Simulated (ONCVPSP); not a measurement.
**Ag ONCV: all-electron and pseudo phase curves**

Ag, optimised norm-conserving Vanderbilt (ONCV), made with ONCVPSP 4.0.1 (LDA (Perdew-Wang 92), scalar-relativistic). Core [Ar] 3d10, reference 4s2 4p6 4d10 5s1. Waves: 4s+5s: rc 1.45 bohr, ncon 5, nbas 8, qcut 9.9 1/bohr, 2 projectors; 4p: rc 1.45 bohr, ncon 3, nbas 6, qcut 10.8 1/bohr, local; 4d: rc 1.75 bohr, ncon 4, nbas 8, qcut 9.7 1/bohr, 2 projectors, debl 3.4 Ha. Local part: the p channel. Core correction: polynomial model core, fcfact 0.3.

The phase is arctan(r·R′/R) of the radial function R(r), unwrapped; energies in Ha, scanned from -5 to 5 Ha. A pole is an energy at which the radial function vanishes at the test radius. The pseudo phase is shifted by a multiple of π to meet the all-electron one at the reference energy, and phase errors are pseudo minus all-electron; the curves can meet again beyond the range given. Levels narrower than the energy grid can be missing from the lists of poles.

**Question.** For each channel, where are the poles, and over which energies does the pseudopotential scatter like the atom?

**Answer.**

```
channel  radius (bohr)  reference energy (Ha)  poles, all-electron  poles, pseudo  unbroken range about the reference energy with phases within 0.05 rad  phase error 1 Ha above the reference energy (rad)
      s           1.47                  -0.17                -2.90          -2.90                                                        the whole range                                             +0.000
      p           1.47                  -2.16                -1.29          -1.31                                                              below 0.8                                             -0.005
      d           1.77                  -0.28                 0.41           0.41                                                        the whole range                                             +0.000
```

Phases in the d channel:

```json
{"E (Ha)": "-4.96", "all-electron": "1.348", "pseudo": "1.348"}
{"E (Ha)": "-4.48", "all-electron": "1.333", "pseudo": "1.333"}
{"E (Ha)": "-4.00", "all-electron": "1.314", "pseudo": "1.314"}
{"E (Ha)": "-3.52", "all-electron": "1.289", "pseudo": "1.289"}
{"E (Ha)": "-3.04", "all-electron": "1.257", "pseudo": "1.257"}
{"E (Ha)": "-2.56", "all-electron": "1.211", "pseudo": "1.211"}
{"E (Ha)": "-2.08", "all-electron": "1.138", "pseudo": "1.138"}
{"E (Ha)": "-1.60", "all-electron": "1.000", "pseudo": "1.000"}
{"E (Ha)": "-1.12", "all-electron": "0.645", "pseudo": "0.645"}
{"E (Ha)": "-0.64", "all-electron": "-0.475", "pseudo": "-0.475"}
{"E (Ha)": "-0.16", "all-electron": "-1.282", "pseudo": "-1.282"}
{"E (Ha)": "0.32", "all-electron": "-1.541", "pseudo": "-1.541"}
{"E (Ha)": "0.80", "all-electron": "-1.681", "pseudo": "-1.681"}
{"E (Ha)": "1.28", "all-electron": "-1.800", "pseudo": "-1.800"}
{"E (Ha)": "1.76", "all-electron": "-1.948", "pseudo": "-1.948"}
{"E (Ha)": "2.24", "all-electron": "-2.207", "pseudo": "-2.207"}
{"E (Ha)": "2.72", "all-electron": "-2.798", "pseudo": "-2.798"}
{"E (Ha)": "3.20", "all-electron": "-3.696", "pseudo": "-3.696"}
{"E (Ha)": "3.68", "all-electron": "-4.173", "pseudo": "-4.172"}
{"E (Ha)": "4.16", "all-electron": "-4.378", "pseudo": "-4.378"}
{"E (Ha)": "4.64", "all-electron": "-4.487", "pseudo": "-4.487"}
```
